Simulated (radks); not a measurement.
Spherical quantum dot in the effective-mass picture: electrons in a hard-walled sphere of radius 4.71, with a point charge +1 (a donor) at the centre, all in effective atomic units (hartree* = m*/eps^2 hartree, bohr* = eps/m* bohr), one dielectric constant everywhere. Calculated with a radial shooting solver with Libxc functionals: non-relativistic Kohn-Sham, LDA (Slater exchange, Perdew-Wang correlation), spin-polarised, spherical densities. Levels are named by radial order and angular momentum (1s, 1p, 1d, 2s, ...), and open shells are averaged over m.

N = 26, configuration 1s2 1p6 1d10 2s(up 1, down 0) 1f(up 7, down 0). This is the lowest configuration that the search found. Occupied and some empty levels:

level,occupation,eigenvalue (hartree*),<r> (bohr*)
1s up,1,6.7606,3.195
1s down,1,6.8251,3.219
1p up,3,6.8777,3.383
1p down,3,6.9400,3.376
1d up,5,7.0695,3.475
1d down,5,7.1327,3.470
2s up,1,7.3139,1.610
1f up,7,7.3349,3.550
1f down,0,7.3991,3.547
2s down,0,7.4546,1.710
1g up,0,7.6691,3.614
1g down,0,7.7340,3.612
2p up,0,7.9503,2.341
2p down,0,8.0163,2.382
2d up,0,8.4488,2.652
2d down,0,8.5002,2.664

Energy (hartree*): total 96.2577, kinetic 23.110, external -8.5735, Hartree 91.442, exchange-correlation -9.7206.

Electron density:

r (bohr*),n(r) (e/bohr*^3)
0.372,0.1769
0.724,0.08882
1.07,0.04711
1.43,0.02934
1.78,0.02581
2.13,0.03321
2.48,0.05070
2.83,0.07632
3.18,0.1021
3.53,0.1118
3.89,0.08884
4.24,0.03948
4.59,0.002856
